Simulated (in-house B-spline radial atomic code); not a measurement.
The neon ion Ne²⁺ is squeezed into an impenetrable sphere of radius R (the orbitals vanish at R). Computed with a radial B-spline atomic code at the basis-set limit: Dirac-Kohn-Sham LDA VWN5, spherical fractional occupations, Fermi nucleus of rms radius 3.0055 fm.

Energies in eV above the free ion in [He] 2s2 2p4:

```
R (bohr)  highest level (eV)  [He] 2s2 2p4  [He] 2s1 2p5
    9.35               -54.9             0         22.83
    6.98               -54.9             0         22.83
    4.97               -54.9     0.0003307         22.83
    4.27               -54.9      0.004231         22.83
     3.9               -54.9       0.01605         22.85
    3.12               -54.6        0.2557         23.13
    2.61               -53.5          1.51         24.55
     2.1               -49.2         8.725         32.27
    1.98               -47.1         13.17          36.9
    1.32               -9.51         130.5         153.3
```

**Question.** Does [He] 2s1 2p5 fall below [He] 2s2 2p4 under compression?

**Answer.** No, it stays above over the whole range.
